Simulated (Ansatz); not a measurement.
```yaml
crystal:
  periodic: [false, false, false]
  atoms:
    - {symbol: N, position_ang: [-0.933334, 1.407979, 0.318357]}
    - {symbol: As, position_ang: [0.141453, 0.714629, -1.127755]}
    - {symbol: Al, position_ang: [1.438994, -1.164325, -0.072499]}
    - {symbol: S, position_ang: [-0.350134, -1.754813, -1.268947]}
    - {symbol: H, position_ang: [-1.920011, 1.657216, 0.016818]}
    - {symbol: H, position_ang: [-0.957944, 0.884397, 1.239098]}
    - {symbol: H, position_ang: [2.645132, -1.816378, 0.847048]}
basis:
  gaussian: {orbitals: def2-TZVPD}
hamiltonian: {xc: {name: HF}}
correlation: {active_space: {window: {electrons: 6, orbitals: 2}}}
scf: {lower_state_search: off}
output: {forces: true}
```

```sh
$ ansatz run in.yaml --threads 2 --pin off --events-out ev --progress --plain --max-ram 4352MiB
```

Shortened log:

```
Functional definition: HF
1361 factors; integrals over basis functions are off by at most 1.1e-3 eV
mean field evaluation 1: about -79723.6598 eV, gradient 3.3e1 eV
mean field evaluation 2: about -79723.8254 eV, gradient 3.3e1 eV
mean field evaluation 4: about -79726.8688 eV, gradient 3.3e0 eV
mean field evaluation 8: about -79726.9374 eV, gradient 3.8e-1 eV
mean field evaluation 16: about -79726.9390 eV, gradient 2.4e-6 eV
mean field -79726.93895043 eV, -2929.9109655682 hartree, gradient 2.4e-6 eV, S^2 0.000000; 0 other end points of the search recorded, 0 dependent functions left out
reference -79726.93895043 eV, -2929.9109655682 hartree; 36, 36 occupied and 171, 171 virtual orbitals, 1361 factors
Error: 6 electrons in 2 orbitals form no window around the highest filled level of the reference
```

**Question.** Something in this input is off. What?

**Answer.** The active space doesn't fit the electrons. The run stopped with an error.
